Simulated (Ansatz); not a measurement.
The first iterations of a band of BClH3NO (7 atoms, charge 0, multiplicity 1).

All numbers below come from Ansatz, RKS LDA/def2-SVP.

```
movable images  : 5
climbing image  : yes
spring          : 5.0 eV/Å²
optimiser       : quadratic models (default)
start path      : IDPP
force threshold : 0.05 eV/Å
iteration limit : 60
end points      : relaxed
```

Initial state:

```xyz
7
Properties=species:S:1:pos:R:3
N -0.521 0.976 -0.015
B 0.063 -0.289 -0.080
O 1.097 -0.619 0.734
Cl -0.562 -1.478 -1.255
H -1.298 1.258 -0.612
H -0.187 1.682 0.644
H 1.409 -1.529 0.584
```

Final state:

```xyz
7
Properties=species:S:1:pos:R:3
N -0.413 0.845 0.023
B -0.005 -0.471 -0.235
O 1.002 -1.123 0.398
Cl -0.861 -1.385 -1.490
H -1.183 1.268 -0.498
H 0.010 1.458 0.721
H 1.450 -0.593 1.081
```

| iteration | highest image above the first end (eV) | largest band force component (eV/Å) |
| --- | --- | --- |
| 1 | 0.743 | 1.636 |
| 2 | 0.638 | 0.449 |

Task: Does the band converge within its limit, and where does its top end?

Result: The run converged. It ended after 6 iterations with the highest image 0.620 eV above the first end. A vibrational analysis at the climbing image gives 2 clearly imaginary modes (779i, 561i cm⁻¹): a point of higher order, so a lower path passes nearby.

The run took 40 s on 1 thread of Arm Neoverse V1, on a shared host, peak memory 0.13 GiB.
